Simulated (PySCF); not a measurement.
CH₅Cl₂NSi.

```xyz
10

C      1.6519    -1.1858     0.3504
Si     0.0339    -0.3529    -0.0278
N     -1.1775    -1.4969    -0.4343
Cl     0.3878     1.0738    -1.5137
Cl    -0.6803     0.6901     1.6129
H      1.5314    -1.8911     1.1872
H      2.0147    -1.7404    -0.5306
H      2.4145    -0.4393     0.6191
H     -2.1491    -1.1958    -0.4769
H     -0.9826    -2.1852    -1.1591
```
Charge 0, spin multiplicity 1.

Geometry: TPSSh-D3(BJ)/def2-SVP. This is a generated structure with no PubChem entry under its InChIKey; it may be hypothetical. The values are those of a single conformer.

The numbers are results of HF/pcSseg-1 (PySCF), not measurements. Non-relativistic, no solvent.

Computed absolute GIAO shielding of each atom: isotropic value and principal components (ppm):
| atom | σ(iso) | σ11 | σ22 | σ33 | span |
|---|---|---|---|---|---|
| C1 | 185.7 | 177.8 | 182.8 | 196.4 | 18.6 |
| Si2 | 379.9 | 353.6 | 368.0 | 418.2 | 64.6 |
| N3 | 230.8 | 209.5 | 225.9 | 257.0 | 47.5 |
| Cl4 | 890.2 | 794.0 | 847.9 | 1028.7 | 234.6 |
| Cl5 | 931.3 | 834.3 | 907.3 | 1052.4 | 218.1 |
| H6 | 31.0 | 26.3 | 28.2 | 38.6 | 12.4 |
| H7 | 31.1 | 26.7 | 28.5 | 38.2 | 11.4 |
| H8 | 31.0 | 26.6 | 28.7 | 37.6 | 11.0 |
| H9 | 30.1 | 22.8 | 26.5 | 41.1 | 18.3 |
| H10 | 30.4 | 23.3 | 26.1 | 42.0 | 18.7 |
